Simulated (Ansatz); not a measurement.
One change: `C=[N][AlH2]` becomes `C=[N][SbH2]`.

Ansatz, PBE0-D4/def2-TZVP geometries, multiplicity 1. 

Elements past krypton have def2 core potentials.

```csv
property,`C=[N][AlH2]`
size of the dipole moment (PBE/def2-TZVPP) / D,1.48
HOMO–LUMO gap (PBE0/def2-TZVPP) / eV,5.86
LUMO energy (PBE/def2-TZVPP) / eV,-2.09
HOMO energy (PBE0/def2-TZVPP) / eV,-6.78
size of the dipole moment (B3LYP/def2-TZVPP) / D,1.44
size of the dipole moment (ωB97M-V/def2-TZVPP) / D,1.44
```

(1) What does the change do to each property? (Estimate.)

Results:

(1) Ansatz gave: 
```csv
property,`C=[N][SbH2]`,shift
size of the dipole moment (PBE/def2-TZVPP) / D,1.21,-0.27
HOMO–LUMO gap (PBE0/def2-TZVPP) / eV,6.08,0.22
LUMO energy (PBE/def2-TZVPP) / eV,-1.84,0.25
HOMO energy (PBE0/def2-TZVPP) / eV,-6.94,-0.16
size of the dipole moment (B3LYP/def2-TZVPP) / D,1.31,-0.13
size of the dipole moment (ωB97M-V/def2-TZVPP) / D,1.37,-0.07
```

With PBE0 the HOMO falls by 0.16 eV and the LUMO rises by 0.06 eV, so the gap widens by about 0.22 eV. PBE moves the HOMO by -0.13 eV and ωB97M-V by -0.05 eV. Dipoles are sizes alone; their direction can turn.

B3LYP here is the variant with VWN-RPA as its local correlation; programs differ in this.

Spin–orbit coupling is left out; it splits and shifts lone-pair levels of the heavy atoms by tenths of an eV.
